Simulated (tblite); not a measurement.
C7H15PSi.
Geometry (GFN2-xTB, Å), atoms numbered from 1 in this order:
```
atom  x, y, z in Å
C1     3.8253    1.5202    0.5009
C2     2.6383    1.5088    0.3429
C3     1.2091    1.4693    0.1582
P4     0.5371   -0.1587    0.8088
Si5    1.7228   -1.5337   -0.5036
C6    -1.1983   -0.1774    0.0361
C7    -1.8682   -1.4408    0.5794
C8    -1.9601    1.0502    0.5409
C9    -1.2180   -0.2066   -1.4902
H10    4.8654    1.5436    0.6337
H11    0.9703    1.5921   -0.9025
H12    0.7465    2.2818    0.7281
H13    2.9887   -1.7350    0.1960
H14    1.0207   -2.8146   -0.6210
H15    1.9928   -1.0330   -1.8558
H16   -2.8882   -1.5227    0.2053
H17   -1.3199   -2.3314    0.2763
H18   -1.9008   -1.4142    1.6675
H19   -1.5818    1.9636    0.0857
H20   -1.8702    1.1381    1.6231
H21   -3.0175    0.9626    0.2928
H22   -0.7678   -1.1222   -1.8690
H23   -0.6885    0.6432   -1.9176
H24   -2.2494   -0.1634   -1.8414
```

All values are computed: GFN2-xTB (tblite) harmonic vibrations without scaling, gas phase. Errors from tens to a few hundred cm⁻¹ against measured bands are possible. Modes of hydrogen on silicon can be 10 to 20 % off. One conformer, not necessarily the lowest.

Harmonic wavenumbers (cm⁻¹): 45.9, 59.2, 91.0, 137.8, 144.8, 176.9, 196.2, 206.5, 234.1, 242.4, 273.1, 281.7, 294.5, 330.5, 387.1, 390.7, 401.8, 458.9, 493.8, 520.2, 609.8, 627.0, 638.5, 730.3, 761.5, 789.3, 800.6, 814.8, 854.6, 959.0, 960.5, 962.2, 1005.0, 1023.7, 1027.1, 1103.2, 1173.7, 1193.6, 1219.9, 1227.4, 1401.6, 1405.7, 1407.8, 1426.2, 1486.4, 1488.8, 1491.0, 1504.1, 1504.5, 1508.9, 2220.3, 2234.5, 2283.3, 2288.1, 2913.6, 2927.3, 2994.2, 3000.2, 3005.9, 3009.2, 3015.1, 3016.6, 3021.6, 3024.1, 3025.0, 3398.2.

A = 1734, B = 809.7, C = 660.1 MHz; mass 158.068 u (most abundant isotopes); point group C1, symmetry number 1.

Problem. Zero-point energy?

Solution. ½Σν̃ = 41925 cm⁻¹ = 119.87 kcal/mol.

Problem. Give the ideal-gas entropy at 500 K and 1 bar in the rigid-rotor, harmonic-oscillator model (classical rotation).

Solution. Translation 43.68, rotation 31.77, vibration 71.91: S = 147.4 cal/(mol K).

Problem. And Cp and H(500 K) − H(0)?

Solution. Cp = 74.44 cal/(mol K), of which vibrations give 66.49 (their classical limit is 66 R = 131.2); H(500 K) − H(0) = 22.33 kcal/mol without the zero-point energy, 18.36 from vibrations.

Problem. What must be added to the electronic energy to get the Gibbs energy at 500 K and 1 bar?

Solution. ZPE + [H(500 K) − H(0)] − T·S = 119.87 + 22.33 − 73.68 = 68.52 kcal/mol.

Problem. Which modes carry the vibrational entropy at 500 K?

Solution. 45.9 cm⁻¹: 6.01; 59.2 cm⁻¹: 5.51; 91.0 cm⁻¹: 4.66; 137.8 cm⁻¹: 3.84; 144.8 cm⁻¹: 3.74; 176.9 cm⁻¹: 3.35 cal/(mol K); the other 60 give 44.80 together.

Hindered rotation and anharmonicity are outside this model. Other conformers, if any are populated, would add a mixing term that is left out. The structure is chiral; the term R ln 2 for an equal mix with its mirror image is left out.
